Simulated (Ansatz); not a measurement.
Species: chloro tellurohypochlorite, TeCl2, net charge 0, singlet state. 
Coordinates optimised at B3LYP-D3(BJ)/def2-TZVP (Ansatz, a quantum-chemistry and plane-wave program):
```xyz
3

Te     0.0013    -0.0066     0.6001
Cl     1.1468     1.3851    -0.9052
Cl    -1.1508    -1.3649    -0.9305
```
Charge 0, spin multiplicity 1.

Basis-set convergence of Hartree-Fock and CCSD correlation energies (hartree) with Ansatz. Cores are frozen in the correlated levels unless marked. No spin-orbit coupling. Frozen are the shells of the preceding noble gas and the d and f shells that filled before the atom's block. Past Kr the def2 sets carry scalar-relativistic core potentials.

```
basis        functions        E(HF)  E(corr, CCSD)
-----------  ---------  -----------  -------------
def2-SVPD           89  -1185.73766       -0.42096
def2-TZVPPD        161   (withheld)     (withheld)
```

Problem. Complete the blanks.

Solution. 
- def2-TZVPPD, E(HF): -1186.05762
- def2-TZVPPD, E(corr, CCSD): -0.54931
